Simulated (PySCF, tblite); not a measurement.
Isomers of C3H11NOSi4. Method: GFN2-xTB as coded in tblite; computed harmonic values from a numerical Hessian at the method's own geometry, unscaled. The method is semi-empirical: single wavenumbers can be off by several per cent or more. Modes of hydrogen on silicon can be 10 to 20 % off. One conformer each.

Electronic energies: PBE0/pcSseg-1 single points on the GFN2-xTB geometries (PySCF, gas phase).

```csv
SMILES,"electronic energy, lowest = 0 (kcal/mol)"
CO[Si]1(CC#N)[SiH2][SiH2][SiH2]1,16.2
CC[Si@@H]1[Si@H](O)[SiH2][Si@H]1C#N,0.4
CC[Si@@H]1[Si@H](C#N)[SiH2][Si@@H]1O,0.0
C#CC[Si@@H]1[SiH2][Si@@H](N)[Si@H]1O,27.4
```

How do GFN2-xTB zero-point energies change the relative energies?

```json
{"SMILES": "CC[Si@@H]1[Si@H](C#N)[SiH2][Si@@H]1O", "ZPE (kcal/mol)": "80.5", "of it from modes above 1550 cm⁻¹": "45.2", "electronic (kcal/mol)": "0.0", "with ZPE, lowest = 0 (kcal/mol)": "0.0", "lowest mode (cm⁻¹)": "26", "rings": "1"}
{"SMILES": "CC[Si@@H]1[Si@H](O)[SiH2][Si@H]1C#N", "ZPE (kcal/mol)": "80.5", "of it from modes above 1550 cm⁻¹": "45.3", "electronic (kcal/mol)": "0.4", "with ZPE, lowest = 0 (kcal/mol)": "0.3", "lowest mode (cm⁻¹)": "28", "rings": "1"}
{"SMILES": "CO[Si]1(CC#N)[SiH2][SiH2][SiH2]1", "ZPE (kcal/mol)": "78.8", "of it from modes above 1550 cm⁻¹": "43.4", "electronic (kcal/mol)": "16.2", "with ZPE, lowest = 0 (kcal/mol)": "14.5", "lowest mode (cm⁻¹)": "30", "rings": "1"}
{"SMILES": "C#CC[Si@@H]1[SiH2][Si@@H](N)[Si@H]1O", "ZPE (kcal/mol)": "78.8", "of it from modes above 1550 cm⁻¹": "46.8", "electronic (kcal/mol)": "27.4", "with ZPE, lowest = 0 (kcal/mol)": "25.6", "lowest mode (cm⁻¹)": "35", "rings": "1"}
```

The zero-point energies span 1.7 kcal/mol, from `C#CC[Si@@H]1[SiH2][Si@@H](N)[Si@H]1O` to `CC[Si@@H]1[Si@H](C#N)[SiH2][Si@@H]1O`. The order is unchanged.

And how do the electronic energies of GFN2-xTB itself compare?

`CC[Si@@H]1[Si@H](C#N)[SiH2][Si@@H]1O` 4.3; `CC[Si@@H]1[Si@H](O)[SiH2][Si@H]1C#N` 5.1; `CO[Si]1(CC#N)[SiH2][SiH2][SiH2]1` 0.0; `C#CC[Si@@H]1[SiH2][Si@@H](N)[Si@H]1O` 10.0 kcal/mol, lowest = 0. Against the energies above, taken from the same isomer `CC[Si@@H]1[Si@H](C#N)[SiH2][Si@@H]1O`, the largest difference is 21.7 kcal/mol.

What do entropy and thermal enthalpy add at 298.15 K and 1 bar (rigid rotor, harmonic oscillator, one conformer each)?

```
                              SMILES  point group  symmetry number  S (cal/(mol K))  H − H(0) (kcal/mol)  ZPE + H − H(0) − TS (kcal/mol)
CC[Si@@H]1[Si@H](C#N)[SiH2][Si@@H]1O           C1                1            124.4                10.35                            53.8
 CC[Si@@H]1[Si@H](O)[SiH2][Si@H]1C#N           C1                1            126.5                10.47                            53.2
    CO[Si]1(CC#N)[SiH2][SiH2][SiH2]1           C1                1            126.7                10.44                            51.5
C#CC[Si@@H]1[SiH2][Si@@H](N)[Si@H]1O           C1                1            126.2                10.65                            51.8
```
